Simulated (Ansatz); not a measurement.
Two spin states of BeS+, each at its own minimum; 2S+1 = 2, 4 were tried, and our sources give no spin for the ground state.

| level | energy of the multiplicity-4 state above the multiplicity-2 state (eV) | minus CCSD(T)/def2-TZVPP |
|---|---|---|
| PBE/def2-TZVPP | 1.602 | 0.221 |
| PBE0/def2-TZVPP | 1.499 | 0.118 |
| wB97X-V/def2-TZVPP | 1.639 | 0.259 |
| CCSD/def2-TZVPP | 1.301 | -0.079 |
| CCSD(T)/def2-TZVPP | 1.381 | 0.000 |

 The comparison column counts from a level with limits of its own.

The rows run from 1.301 (CCSD/def2-TZVPP) to 1.639 eV (wB97X-V/def2-TZVPP). The 3 functionals in def2-TZVPP without D3 or D4 span 0.140, from PBE0 to wB97X-V.

Each state is the lowest solution found for its spin in def2 and cc sets.

Correlated levels freeze the inner cores; with def2 sets outer-core shells near the valence are correlated too.

Programs: Ansatz (a program for electronic structure).
